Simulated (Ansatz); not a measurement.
## Abstraction of H: GeH2(CH3)Br + SiH2(SH) → GeH(CH3)Br + SiH3(SH)

Species: GeH2(CH3)Br, singlet; SiH2(SH), doublet; GeH(CH3)Br, doublet; SiH3(SH) (sulfanylsilane), singlet. A radical takes H: the energy is the difference in strength between the Ge–H bond broken and the Si–H bond made.

Shapes, held fixed at every level: PBE0-D4/def2-TZVP. Flexible molecules stand in one conformer, not always the lowest. Programs: Ansatz 0.2.0. The zero-point and thermal change to 298 K, harmonic and unscaled (PBE0-D4/def2-TZVP), is +1.2 kJ/mol.

```tsv
level	kind	ΔH(298 K) (kJ/mol)	less CCSD(T)/def2-TZVPP
MP2/def2-TZVPP	perturbation theory	-20.5	-0.3
HF/def2-SVP	Hartree–Fock	-22.6	-2.4
PBE-D4/def2-TZVPP	GGA	-21.3	-1.1
PBE0-D4/def2-TZVPP	global hybrid	-20.6	-0.4
wB97X-V/def2-TZVPP	range-separated hybrid	-23.8	-3.6
CCSD/def2-SVP	coupled cluster or CI	-19.7	+0.5
CCSD/def2-TZVPP	coupled cluster or CI	-20.9	-0.7
CCSD(T)/def2-TZVPP	coupled cluster or CI	-20.2	0.0
```

The highest level, CCSD(T)/def2-TZVPP, gives ΔH(298 K) = -20.2 kJ/mol; the levels span -23.8 to -19.7. The column of differences is taken from that level and isn't an error. No measured value is set beside it here. Open shells run unrestricted. Relativity is left out for Br, Ge. Outer-core shells of Br, Ge are correlated, in sets that cover them unevenly.
